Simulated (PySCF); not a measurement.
**The third ionisation energy along the 4p block**

Calculated with PySCF 2.14 from differences of total energies of unrestricted determinants, without spin-orbit coupling. Values in eV. The last column holds reference values (NIST; (s) semi-empirical, (t) theoretical, else measured). Unmarked ones compare directly (S terms, centres of terms, or small fine structure); those marked * lie between the lowest fine-structure levels and include a spin-orbit shift.

```tsv
element	configurations	PBE	PBE0	r2SCAN	SCS-MP2 (valence)	CCSD (valence)	CCSD(T) (valence)	reference
Ga (aug-cc-pVDZ-PP with ECP10MDF, ECP)	[Ar] 3d10 4s1 → [Ar] 3d10	31.446	31.105	31.301	n/a	n/a	n/a	30.726
Ge (aug-cc-pVDZ-PP with ECP10MDF, ECP)	[Ar] 3d10 4s2 → [Ar] 3d10 4s1	34.327	33.988	34.051	33.044	33.239	33.239	34.058
As (aug-cc-pVDZ-PP with ECP10MDF, ECP)	[Ar] 3d10 4s2 4p1 → [Ar] 3d10 4s2	27.976	28.028	28.241	27.591	27.690	27.701	28.349 ± 0.012 *
Se (aug-cc-pVDZ-PP with ECP10MDF, ECP)	[Ar] 3d10 4s2 4p2 → [Ar] 3d10 4s2 4p1	31.475	31.554	31.773	31.173	31.268	31.274	31.697 ± 0.019 *
Br (aug-cc-pVDZ-PP with ECP10MDF, ECP)	[Ar] 3d10 4s2 4p3 → [Ar] 3d10 4s2 4p2	35.028	35.155	35.395	34.861	34.935	34.939	34.871 ± 0.019 *
Kr (aug-cc-pVDZ-PP with ECP10MDF, ECP)	[Ar] 3d10 4s2 4p4 → [Ar] 3d10 4s2 4p3	35.398	35.430	35.520	34.671	34.686	34.696	35.838 ± 0.02 *
```

"Valence" correlates the outer s and p shells and, in groups 3 to 12 and the f block, the outer d or f shell, open or full, or the next shell where the ion has no valence electron left; the wider scheme adds the next inner shell.
